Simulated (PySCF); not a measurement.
**From computed data to an observable: entropy of an ideal gas**

AlFH₂Se, SMILES [F][AlH][SeH].

Geometry optimised at B3LYP-D3(BJ)/def2-TZVP. Other conformers were not sampled.

PySCF 2.14.0 with B3LYP-D3(BJ)/def2-TZVP gives the harmonic wavenumbers 159, 251, 384, 458, 584, 660, 838, 1993, 2397 cm⁻¹ and the rotational temperatures 1.0323, 0.1070, 0.0970 K. The molar mass is 126.97 g/mol, the symmetry number 1, the spin multiplicity 1.

Problem. Work out the entropy at 298.15 K and 1 atm in the rigid-rotor, harmonic-oscillator model.

Solution. 
Translation (Sackur–Tetrode at 1 atm): S = R[1.5 ln M + 2.5 ln T − 1.16487] = 169.2 J/(mol K).
Rotation: q = (√π/σ) T^1.5/√(θA θB θC) = 88200, S = R[ln q + 3/2] = 107.1 J/(mol K).
Vibration: with u = 1.4388 ν/T, each mode gives R[u/(e^u − 1) − ln(1 − e^−u)]:
```tsv
ν (cm⁻¹)	modes	u	S (J/(mol K))
159	1	0.77	10.72
251	1	1.21	7.21
384	1	1.85	4.28
458	1	2.21	3.23
584	1	2.82	2.00
660	1	3.18	1.49
838	1	4.04	0.75
1993	1	9.62	0.01
```
The stiffer modes add less than 0.005 each. Sum 29.7 J/(mol K).
Spin: R ln 1 = 0.0 J/(mol K).
Total 306.0 J/(mol K); the program's own thermochemistry gives 306.0. Translation makes up 55 % and vibration 10 %. Anharmonicity, hindered rotation and orbital degeneracy are left out.
